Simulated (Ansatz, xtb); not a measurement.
The molecule LiP, multiplicity 3 (lowest of 2S+1 = 1, 3, 5 at CCSD(T)/def2-TZVPP on PBE0 minima; our sources give no spin for the ground state, which may be another).

Seven points along R, fitted to fifth degree in 1/R; most abundant isotopes. In def2 and cc sets the state is the lowest found near the PBE0 minimum, followed along R.

Cores are frozen in the correlated methods. CBS(a, b) extrapolates the correlation energy as X⁻³ and adds the Hartree–Fock energy of set b.

Programs: Ansatz (an electronic-structure program); xtb for the GFN methods. Values without a source in brackets are computed. The GFN methods have no spin term and hold the electronic entropy of 300 K.

Task: What bond length and harmonic frequency does GFN2-xTB give?

Result: r_e = 2.270 Å, ω_e = 493 cm⁻¹.

Task: What bond length and harmonic frequency does r2SCAN/def2-TZVPP give, and what D_e (from each atom's lowest state at the same level)?

Result: r_e = 2.337 Å, ω_e = 487 cm⁻¹, D_e = 1.79 eV.

Task: What bond length and harmonic frequency does CCSD(T)/CBS(aug-cc-pV(T+d)Z, aug-cc-pV(Q+d)Z) give?

Result: r_e = 2.340 Å, ω_e = 490 cm⁻¹.
